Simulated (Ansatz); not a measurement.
Stepwise reaction of `C[SiH2]Cl` with hydrogen fluoride, as a gas-phase model of exchange steps in deposition or etching. ΔE in kJ/mol; ΔG adds harmonic PBE0-D4 terms to CCSD(T)/CBS, at 1 bar.

Computed with Ansatz on PBE0-D4/def2-TZVP structures; ΔE is electronic, products minus reactants. CBS: MP2 limit from def2 TZ/QZ plus the TZ coupled-cluster correction, frozen cores. This one scheme is used for every species. Functionals use def2-TZVPP. B3LYP here is the variant with VWN-RPA as its local correlation; programs differ in this.

| step | reaction | PBE-D4 | B3LYP-D4 | ωB97M-V | CCSD(T)/CBS | ΔG(400 K) |
| --- | --- | --- | --- | --- | --- | --- |
| 1 | `C[SiH2]Cl` + H–F → `C[SiH](F)Cl` + H₂ | -121.9 | -129.8 | -130.4 | -125.8 | -126.4 |

Problem. Give the row of step 2, `C[SiH](F)Cl` + H–F → `C[Si](F)(F)Cl` + H₂. (Best estimate.)

Solution. Computed: 
| step | reaction | PBE-D4 | B3LYP-D4 | ωB97M-V | CCSD(T)/CBS | ΔG(400 K) |
| --- | --- | --- | --- | --- | --- | --- |
| 2 | `C[SiH](F)Cl` + H–F → `C[Si](F)(F)Cl` + H₂ | -129.6 | -137.5 | -138.5 | -134.0 | -134.3 |

Problem. By hand: ΔE of the 2 steps together at CCSD(T)/CBS.

Solution. (-125.8) + (-134.0) = -259.8 kJ/mol, or -129.9 kJ/mol a step.

In ΔE each step is lower than the one before. All are downhill at CCSD(T)/CBS. ΔG lies between -134.3 and -126.4 kJ/mol a step. PBE-D4 differs from CCSD(T)/CBS by 3.9 to 4.4 kJ/mol a step. Isolated molecules leave out the surface, adducts and barriers. Largest T1 diagnostic: 0.011.
